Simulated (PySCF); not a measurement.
iodoethane cation (C₂H₅I), SMILES CCI (connectivity only; charge and spin as stated), charge +1, multiplicity 2. The structure is a stationary point at r2SCAN-D4/def2-SVP. The spin state was assumed, not searched. The def2 effective core potentials stand for the cores of I; spin–orbit coupling is left out.

These are r2SCAN-D4/def2-SVP (PySCF) values and carry that method's errors.

Harmonic wavenumbers (cm⁻¹): 230, 242, 381, 558, 889, 922, 1083, 1181, 1194, 1366, 1395, 1422, 1456, 3030, 3032, 3051, 3132, 3179. Rotational constants (GHz): 30.43, 2.801, 2.652; symmetry number 1.

Task: Work out the zero-point energy and the ideal-gas rigid-rotor harmonic-oscillator thermochemistry at 298.15 K and 1 atm.

Result: ZPE = ½ Σ hcν = ½ × 27744 cm⁻¹ = 39.66 kcal/mol. H − E(el) = 43.11 kcal/mol. Entropy in cal/(mol K): translation 41.04, rotation 24.77, vibration 5.73, spin 1.38, total 72.92. G − E(el) = 21.37 kcal/mol. Cp = 16.27 cal/(mol K).
